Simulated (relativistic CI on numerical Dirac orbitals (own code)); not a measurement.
**Fe3+ in a cubic cluster: L2,3 absorption with charge transfer**

Computed with a charge-transfer multiplet model of a cubic metal-ligand cluster with up to 3 ligand holes, Slater and spin-orbit integrals from Dirac-Coulomb-Breit ions, Slater integrals scaled by 0.7. The parameters are those of a tetrahedral site (10Dq negative, t2 hopping the larger). The ground state mixes d5 with configurations of k ligand holes L, whose averages lie at kΔ + k(k − 1)U_dd/2; a core hole lowers each added d electron by U_cd. 20 K, Lorentzian 0.4 eV and Gaussian 0.3 eV FWHM.

Atomic integrals in eV (Slater integrals scaled, ζ unscaled), ground: F2dd 8.389, F4dd 5.243, zeta_d 0.056; with the core hole: F2dd 8.932, F4dd 5.587, zeta_d 0.075, zeta_core 8.130, F2cd 5.236, G1cd 3.950, G3cd 2.245.

Cluster parameters (eV): Δ = 4.3, U_dd = 7, U_cd = 8.8, 10Dq = -0.35, 10Dq(ligand) = 0, final-state hopping factor = 1.

```tsv
Case	n_d	d5	d6L	d7L2	d8L3	S
V(eg) = 0.5 eV, V(t2g) = -0.85 eV	5.06	0.94	0.06	0.00	0.00	2.50
V(eg) = 0.8 eV, V(t2g) = -1.36 eV	5.13	0.87	0.12	0.00	0.00	2.50
```

Weights, n_d and S are thermal averages at 20 K. Photon energies count from the first peak over 30 % of the highest in each spectrum, which can be another peak from case to case. The parameters are a model scan and need not match a compound or its usual spin state. Peaks in eV (height, largest 100):
- V(eg) = 0.5 eV, V(t2g) = -0.85 eV: 0.0 (100), 1.1 (41), 3.7 (10), 12.3 (18), 13.9 (29)
- V(eg) = 0.8 eV, V(t2g) = -1.36 eV: 0.0 (100), 1.0 (43), 2.9 (9), 3.5 (9), 12.3 (18), 13.8 (27)

For the case V(eg) = 0.8 eV, V(t2g) = -1.36 eV, Δ = 4.3 eV is smaller than U_dd = 7 eV, the charge-transfer side of the Zaanen-Sawatzky-Allen scheme. With the core hole the configuration with one ligand hole lies at Δ + U_dd − U_cd = 2.5 eV above the one without, against Δ in the ground state. The added d electron screens the hole, so the order of the configurations is kept and charge-transfer satellites are weaker than in photoemission.
